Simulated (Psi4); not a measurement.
boric acid (H₃BO₃), singlet, at a GFN2-xTB geometry; CCSD(T)/STO-3G (Psi4).

Psi4 was given this input:
```
memory 2 GB

molecule {
0 1
  O    -1.14257544   -0.76938954   -0.03182750
  B    -0.00770897   -0.03931797   -0.00346985
  O    -0.11414081    1.32224772    0.13027114
  O     1.17041255   -0.70476858   -0.10979414
  H    -1.93446708   -0.23864193    0.04760011
  H     0.69661442    1.82756308    0.14897985
  H     1.96682712   -0.17704808   -0.08842676
}

set basis sto-3g
set freeze_core true
set mp2_type conv
set scf_type pk
set puream true
set d_convergence 1e-8

energy('ccsd(t)')
print_variables()
```

Task: Predict the main parts of the log of this Psi4 run.

Result: 
```
   => Loading Basis Set <=

    Name: STO-3G
    Role: ORBITAL
    Keyword: BASIS

         ---------------------------------------------------------
                                   SCF
               by Justin Turney, Rob Parrish, Andy Simmonett
                          and Daniel G. A. Smith
                              RHF Reference
         ---------------------------------------------------------

  ==> Geometry <==

    Molecular point group: c1
    Full point group: C1

    Geometry (in Angstrom), charge = 0, multiplicity = 1:

       Center              X                  Y                   Z               Mass
    ------------   -----------------  -----------------  -----------------  -----------------
         O           -1.130794705167    -0.746174546991    -0.030041691625    15.994914619570
         B            0.004071764833    -0.016102976991    -0.001684041625    11.009305360000
         O           -0.102360075167     1.345462713009     0.132056948375    15.994914619570
         O            1.182193284833    -0.681553586991    -0.108008331625    15.994914619570
         H           -1.922686345167    -0.215426936991     0.049385918375     1.007825032230
         H            0.708395154833     1.850778073009     0.150765658375     1.007825032230
         H            1.978607854833    -0.153833086991    -0.086640951625     1.007825032230

  Running in c1 symmetry.

  Rotational constants: A =      0.34260  B =      0.32876  C =      0.16777 [cm^-1]
  Rotational constants: A =  10270.99507  B =   9856.01200  C =   5029.61272 [MHz]
  Nuclear repulsion =  116.750400160573278

  Charge       = 0
  Multiplicity = 1
  Electrons    = 32
  Nalpha       = 16
  Nbeta        = 16

  ==> Algorithm <==

  SCF Algorithm Type is PK.
  DIIS enabled.
  MOM disabled.
  Fractional occupation disabled.
  Guess Type is SAD.
  Energy threshold   = 1.00e-08
  Density threshold  = 1.00e-08
  Integral threshold = 1.00e-12

  ==> Primary Basis <==

  Basis Set: STO-3G
    Blend: STO-3G
    Number of shells: 15
    Number of basis functions: 23
    Number of Cartesian functions: 23
    Spherical Harmonics?: true
    Max angular momentum: 1

  ==> Integral Setup <==

  Using in-core PK algorithm.
   Calculation information:
      Number of atoms:                   7
      Number of AO shells:              15
      Number of primitives:             45
      Number of atomic orbitals:        23
      Number of basis functions:        23

      Integral cutoff                 1.00e-12
      Number of threads:                 1

  Performing in-core PK
  Using 76452 doubles for integral storage.
  We computed 6903 shell quartets total.
  Whereas there are 7260 unique shell quartets.

  ==> DiskJK: Disk-Based J/K Matrices <==

    J tasked:                  Yes
    K tasked:                  Yes
    wK tasked:                  No
    Schwarz Cutoff:          1E-12

  Minimum eigenvalue in the overlap matrix is 2.7067937817E-01.
  Reciprocal condition number of the overlap matrix is 1.2823610060E-01.
    Using symmetric orthogonalization.

  ==> Pre-Iterations <==

  SCF Guess: Superposition of Atomic Densities via on-the-fly atomic UHF (no occupation information).

   -------------------------
    Irrep   Nso     Nmo
   -------------------------
     A         23      23
   -------------------------
    Total      23      23
   -------------------------

  ==> Iterations <==

                        Total Energy        Delta E     RMS |[F,P]|

   @RHF iter SAD:  -245.41445254052923   -2.45414e+02   0.00000e+00
   @RHF iter   1:  -247.66029748799707   -2.24584e+00   1.78013e-02 ADIIS/DIIS
   @RHF iter   2:  -247.77295426175726   -1.12657e-01   4.20390e-03 ADIIS/DIIS
   @RHF iter   3:  -247.77860983753527   -5.65558e-03   8.12057e-04 ADIIS/DIIS
   @RHF iter   4:  -247.77893749078950   -3.27653e-04   1.43979e-04 ADIIS/DIIS
   @RHF iter   5:  -247.77895049530179   -1.30045e-05   4.81997e-05 DIIS
[...]
  @RHF Final Energy:  -247.77895213197917
    Total Energy =                       -247.7789521319791675
[...]
     2        -0.175764439503067    2.151e-02    0.011881    0.053379    0.053379    0.113799
     3        -0.177911766446588    7.800e-03    0.013447    0.060677    0.060677    0.115811
     4        -0.177978133018235    1.588e-03    0.013654    0.061758    0.061758    0.116610
     5        -0.177977299467756    3.837e-04    0.013688    0.061908    0.061908    0.116701
     6        -0.177976046928401    1.259e-04    0.013698    0.061946    0.061946    0.116697
     7        -0.177975296308201    3.336e-05    0.013699    0.061944    0.061944    0.116693
     8        -0.177975327419515    1.191e-05    0.013698    0.061939    0.061939    0.116692
     9        -0.177975556127294    2.944e-06    0.013698    0.061938    0.061938    0.116691
    10        -0.177975583356373    8.089e-07    0.013698    0.061937    0.061937    0.116691
    11        -0.177975594830696    2.511e-07    0.013698    0.061937    0.061937    0.116691
    12        -0.177975588449806    8.617e-08    0.013698    0.061937    0.061937    0.116691

    Iterations converged.

    Largest TIA Amplitudes:
              6   0        -0.0619342818
              8   1         0.0098005056
              8   2        -0.0095117022
              7   3         0.0090145562
              7   4        -0.0084350999
              7   5         0.0081336566
              7   1        -0.0061384569
              9   1         0.0054460922
              7   2         0.0046487433
              3   4         0.0045302304

    Largest TIjAb Amplitudes:
      6   6   0   0        -0.0462628885
     11  11   0   0        -0.0398998215
     10  10   0   0        -0.0356658836
      4   4   2   2        -0.0347885904
      5   5   3   3        -0.0284598146
      4   4   4   4        -0.0245399927
      3   3   3   3        -0.0238680000
      9  10   4   0         0.0227712112
     10   9   0   4         0.0227712112
      5   5   5   5        -0.0226063630

    SCF energy       (wfn)                    = -247.778952131979167
    Reference energy (file100)                = -247.778952131978940

    Opposite-spin MP2 correlation energy      =   -0.120345347160232
    Same-spin MP2 correlation energy          =   -0.027666443696272
    Singles MP2 correlation energy            =   -0.000000000000000
    MP2 correlation energy                    =   -0.148011790856504
      * MP2 total energy                      = -247.926963922835455

    Opposite-spin CCSD correlation energy     =   -0.150809970987633
    Same-spin CCSD correlation energy         =   -0.027165617462172
    Singles CCSD correlation energy           =    0.000000000000000
    CCSD correlation energy                   =   -0.177975588449806
      * CCSD total energy                     = -247.956927720428752

            **************************
            *                        *
            *        CCTRIPLES       *
            *                        *
            **************************

    Wave function   =    CCSD_T
    Reference wfn   =      RHF

    Nuclear Rep. energy (wfn)                =  116.750400160573278
    SCF energy          (wfn)                = -247.778952131979167
    Reference energy    (file100)            = -247.778952131978940
    CCSD energy         (file100)            =   -0.177975588449806
    Total CCSD energy   (file100)            = -247.956927720428752

    Number of ijk index combinations:              364
    Approx. words needed per explicit thread:            1372
    Number of threads for explicit ijk threading:    1

    MKL num_threads set to 1 for explicit threading.

    (T) energy                                =   -0.006000652457273
      * CCSD(T) total energy                  = -247.962928372886012

  Variable Map:
  ----------------------------------------------------------------------------
[...]
  Array Variable Map:
  ----------------------------------------------------------------------------
[...]
[...]
```
